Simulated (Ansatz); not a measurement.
Steps of a relaxation of `F[SiH2]CC[SiH3]` with RKS PBE-D4/def2-SVP.

```sh
$ ansatz run in.yaml --threads 4 --pin off --events-out ev --progress --plain --max-ram 10444MiB
```

```yaml
crystal:
  periodic: [false, false, false]
  atoms:
    - {symbol: F, position_ang: [1.097300, 0.837200, 2.373400]}
    - {symbol: Si, position_ang: [-0.287800, 1.227200, 1.539700]}
    - {symbol: C, position_ang: [-0.861500, -0.326800, 0.633100]}
    - {symbol: C, position_ang: [0.285400, -1.041000, -0.229200]}
    - {symbol: Si, position_ang: [0.666900, -0.273000, -1.884800]}
    - {symbol: H, position_ang: [-1.340100, 1.695900, 2.480300]}
    - {symbol: H, position_ang: [0.035700, 2.313400, 0.571600]}
    - {symbol: H, position_ang: [-1.682500, -0.079300, 0.046000]}
    - {symbol: H, position_ang: [-1.149300, -1.014400, 1.466700]}
    - {symbol: H, position_ang: [1.133600, -1.214800, 0.372100]}
    - {symbol: H, position_ang: [-0.196400, -2.047300, -0.437000]}
    - {symbol: H, position_ang: [-0.546600, -0.046700, -2.653000]}
    - {symbol: H, position_ang: [1.546300, -1.120400, -2.631100]}
    - {symbol: H, position_ang: [1.285900, 1.060800, -1.619100]}
basis:
  gaussian: {orbitals: def2-SVP}
hamiltonian: {xc: pbe, dispersion: d4}
relax: {f_tol: 0.03, max_steps: 200}
```

Positions (Å) and forces (eV/Å) along the path, 6 of 6 steps:

```xyz
14
step=1 energy=-20671.3356 eV
F     1.097    0.837    2.373   -0.452    0.157   -0.180
Si   -0.288    1.227    1.540    0.451   -0.359   -0.249
C    -0.862   -0.327    0.633    3.393   -0.657    1.581
C     0.285   -1.041   -0.229   -3.608   -0.452   -0.197
Si    0.667   -0.273   -1.885    0.059    0.946    1.044
H    -1.340    1.696    2.480   -0.111    0.065    0.293
H     0.036    2.313    0.572    0.134    0.231   -0.047
H    -1.683   -0.079    0.046   -2.292    0.442   -1.461
H    -1.149   -1.014    1.467   -0.236    0.034   -0.345
H     1.134   -1.215    0.372    1.700   -0.273    1.051
H    -0.196   -2.047   -0.437    0.680    0.361   -0.051
H    -0.547   -0.047   -2.653   -0.866    0.094   -0.487
H     1.546   -1.120   -2.631    0.945   -0.800   -0.779
H     1.286    1.061   -1.619    0.202    0.211   -0.173
14
step=2 energy=-20671.6698 eV
F     1.091    0.852    2.358   -0.201    0.069   -0.167
Si   -0.271    1.236    1.498    0.206   -0.191    0.171
C    -0.862   -0.344    0.647    1.211   -0.462    0.094
C     0.231   -1.090   -0.211   -1.126    0.004    0.248
Si    0.658   -0.239   -1.838    0.093    0.249    0.126
H    -1.307    1.709    2.472   -0.059    0.026    0.039
H     0.085    2.350    0.558    0.010   -0.022   -0.046
H    -1.728   -0.105    0.032   -0.689    0.107   -0.320
H    -1.190   -1.030    1.462   -0.148    0.126   -0.050
H     1.126   -1.231    0.401    0.521   -0.079    0.223
H    -0.141   -2.122   -0.465    0.157    0.386    0.066
H    -0.593   -0.033   -2.621   -0.254    0.057   -0.160
H     1.578   -1.089   -2.624    0.292   -0.258   -0.262
H     1.309    1.105   -1.640   -0.013   -0.011    0.038
14
step=3 energy=-20671.7173 eV
F     1.100    0.849    2.344   -0.109    0.027   -0.054
Si   -0.272    1.225    1.506    0.094   -0.019    0.038
C    -0.858   -0.349    0.652    0.169   -0.046   -0.119
C     0.217   -1.075   -0.198   -0.111   -0.019    0.173
Si    0.664   -0.242   -1.844   -0.002    0.088   -0.067
H    -1.307    1.704    2.488    0.016   -0.005   -0.013
H     0.084    2.325    0.546   -0.019    0.000    0.005
H    -1.758   -0.110    0.040   -0.008    0.016    0.045
H    -1.214   -1.017    1.468   -0.039   -0.024   -0.001
H     1.144   -1.213    0.402   -0.011    0.002   -0.051
H    -0.134   -2.099   -0.455    0.020    0.003    0.010
H    -0.600   -0.025   -2.640    0.033   -0.001   -0.007
H     1.605   -1.104   -2.647   -0.032   -0.006    0.047
H     1.316    1.100   -1.633    0.000   -0.014   -0.006
14
step=4 energy=-20671.7199 eV
F     1.099    0.853    2.344   -0.041    0.019   -0.027
Si   -0.270    1.223    1.502    0.043   -0.012    0.048
C    -0.852   -0.354    0.653   -0.017    0.001    0.001
C     0.214   -1.078   -0.196    0.011    0.013    0.018
Si    0.659   -0.234   -1.841    0.013   -0.021   -0.048
H    -1.305    1.703    2.482   -0.002   -0.002   -0.006
H     0.081    2.324    0.542   -0.009   -0.004   -0.005
H    -1.755   -0.108    0.046    0.018    0.004    0.023
H    -1.215   -1.022    1.465   -0.011    0.004    0.012
H     1.148   -1.216    0.394   -0.018    0.006   -0.027
H    -0.133   -2.102   -0.454    0.005   -0.016   -0.015
H    -0.597   -0.016   -2.647    0.020    0.004    0.009
H     1.597   -1.109   -2.631   -0.012    0.011    0.014
H     1.317    1.104   -1.630    0.000   -0.008    0.004
14
step=5 energy=-20671.7204 eV
F     1.106    0.870    2.343   -0.034   -0.005   -0.028
Si   -0.267    1.222    1.502   -0.014    0.019    0.032
C    -0.853   -0.357    0.657    0.024    0.001    0.017
C     0.210   -1.078   -0.198   -0.009   -0.023    0.001
Si    0.661   -0.232   -1.841    0.002   -0.001   -0.024
H    -1.305    1.700    2.480    0.006   -0.003    0.001
H     0.070    2.321    0.536   -0.002   -0.010   -0.004
H    -1.757   -0.109    0.055    0.005    0.013    0.017
H    -1.215   -1.026    1.470    0.003    0.008   -0.002
H     1.145   -1.221    0.387   -0.004    0.001   -0.009
H    -0.139   -2.101   -0.462    0.007   -0.004   -0.003
H    -0.591   -0.006   -2.651    0.012    0.005    0.004
H     1.596   -1.112   -2.627    0.000    0.001    0.001
H     1.326    1.100   -1.624    0.003   -0.004   -0.002
14
step=6 energy=-20671.7210 eV
F     1.107    0.884    2.337    0.003   -0.006    0.004
Si   -0.273    1.224    1.506   -0.004    0.003   -0.019
C    -0.850   -0.358    0.663    0.003   -0.005    0.019
C     0.206   -1.079   -0.201   -0.005   -0.003   -0.015
Si    0.664   -0.233   -1.843   -0.001    0.009    0.011
H    -1.308    1.697    2.489    0.002   -0.003   -0.002
H     0.053    2.320    0.530   -0.006    0.004    0.004
H    -1.758   -0.107    0.068   -0.003    0.000   -0.004
H    -1.210   -1.028    1.477    0.011    0.002   -0.008
H     1.144   -1.227    0.378    0.003    0.001    0.009
H    -0.144   -2.101   -0.468   -0.007    0.006    0.006
H    -0.581    0.008   -2.657    0.000    0.000   -0.001
H     1.594   -1.120   -2.626    0.002   -0.009   -0.007
H     1.342    1.092   -1.624    0.003    0.001    0.002
```

It took 3.6 s on 4 threads of an AMD EPYC 9R45 on a shared host, with 0.2 GiB of host memory at the peak.
